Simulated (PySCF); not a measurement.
## Trend along group 13: MCl anions

PBE0 with double-zeta basis sets in PySCF, for the lowest determinant that a PBE0 search found; no spin–orbit coupling. De refers to high-spin ground-configuration atoms (the charge goes to the atom of lower measured ionisation energy or higher electron affinity, which is not always the lowest computed limit). A positive dipole points towards Cl; it is taken about the centre of mass and depends on that origin.

| M | basis | charged atom | state (unpaired electrons) | Re (Å) | ωe (cm⁻¹) | De (eV) | μ (D) |
| --- | --- | --- | --- | --- | --- | --- | --- |
| B | aug-cc-pVDZ/aug-cc-pV(D+d)Z | Cl− | doublet (π ↑) | 1.890 | 521 | 1.78 | 5.78 |
| Al | aug-cc-pVDZ-DK | Cl− | doublet (π ↑) | 2.335 | 325 | 1.73 | 3.32 |
| In | aug-cc-pVDZ-PP/aug-cc-pV(D+d)Z | Cl− | doublet (π ↑) | 2.610 | 215 | 1.38 | -2.25 |
| Tl | def2-SVPD | Cl− | doublet (π ↑) | 2.765 | 182 | 1.08 | -5.35 |

The shortest bond is that of BCl⁻ (1.890 Å), the longest that of TlCl⁻ (2.765 Å).

The rows differ in basis set, which adds steps of its own.

Down a group the atoms grow and get heavier, so bonds lengthen and wavenumbers fall; this series shows no clear exception.

Spin–orbit coupling is left out, which matters for elements this heavy, above all for dissociation energies. For an ion De counts to the pair picked by the measured ionisation energies or electron affinities, which need not be the lowest pair at this level. The highest Kohn–Sham level is positive in some of these anions. Much of that is self-interaction error, but it also means that the finite basis helps to hold the extra electron. States were picked by a PBE0 search and need not be the measured ground states.
